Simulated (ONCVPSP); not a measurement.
**Building the ONCV potential for fluorine (F) (BLYP, scalar-relativistic).**

fluorine, optimised norm-conserving Vanderbilt (ONCV), made with ONCVPSP 4.0.1 (BLYP, scalar-relativistic). Core [He], reference 2s2 2p5. Waves: 2s: rc 0.50 bohr, ncon 3, nbas 7, qcut 14.7 1/bohr, 3 projectors, debl 0.8 Ha; 2p: rc 0.95 bohr, ncon 4, nbas 7, qcut 12.5 1/bohr, 2 projectors, debl 2.1 Ha. Local part: polynomial inside 0.30 bohr (lpopt 5, dvloc0 0 Ha). Core correction: none.

In the s channel the program set the typed energies aside and used -1.094, 0.250, 1.050 Ha.

Poles of the logarithmic derivatives, all-electron (AE) and pseudo (PS). s: poles at no energy (AE) and no energy (PS) Ha. p: poles at 2.5 (AE) and 2.5 (PS) Ha. Test radii: s 0.51, p 0.96 bohr.

- Cutoffs needed: 118 Ha and 768 Ha (the cutoffs (Ha) at which the residual kinetic energy of the hardest occupied pseudo-wave falls to 1 and 0.1 mHa per electron)
- Ghost test: ghosts flagged at negative energy: s at -687.6 eV; GHOST(+) flagged for s at 444.9 eV; a true bound ghost makes a file unfit for plane-wave use
- Largest excitation error: +169 meV (all-electron minus pseudo) for 2s2 2p2, out of 4 test configurations
